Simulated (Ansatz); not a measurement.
C$_{2}$H$_{4}$AlCl, relaxed with RKS PBE0-D4/def2-TZVP in Ansatz 0.2.0 from a PBE-D4/def2-SVP geometry. The force threshold is 0.005 eV/Å; the program also tests the step.

The species carries charge 0 and has multiplicity 1. The bonds changed during the relaxation, so this is another structure than the one it started from.

Start:

```xyz
8

Cl    2.538   -1.009    1.863
C    -0.028    0.680    0.135
C    -1.066    0.679   -0.734
Al    0.893   -0.986    0.522
H     0.255    1.647    0.593
H    -1.629    1.594   -0.997
H    -1.412   -0.244   -1.235
H     0.448   -2.360   -0.148
```

Question: By how much does the energy fall, and how many steps does the optimiser take? (An estimate is asked.)

Answer: Ansatz gave: 3.34 kJ/mol, in 7 steps, 1 of them rejected.

Question: Which bonds change most? (Estimate.)

Answer: Ansatz gave: Cl1–Al4 from 2.122 to 2.101 Å; C2–C3 from 1.354 to 1.336 Å; C2–H5 from 1.107 to 1.089 Å; C3–H6 from 1.106 to 1.089 Å.

Question: Give the relaxed structure. (An estimate is asked.)

Answer: The calculation gave: 
```xyz
8

Cl    2.505   -1.010    1.848
C    -0.024    0.684    0.135
C    -1.050    0.668   -0.721
Al    0.883   -0.971    0.514
H     0.249    1.641    0.576
H    -1.613    1.561   -0.986
H    -1.383   -0.250   -1.203
H     0.433   -2.324   -0.162
```
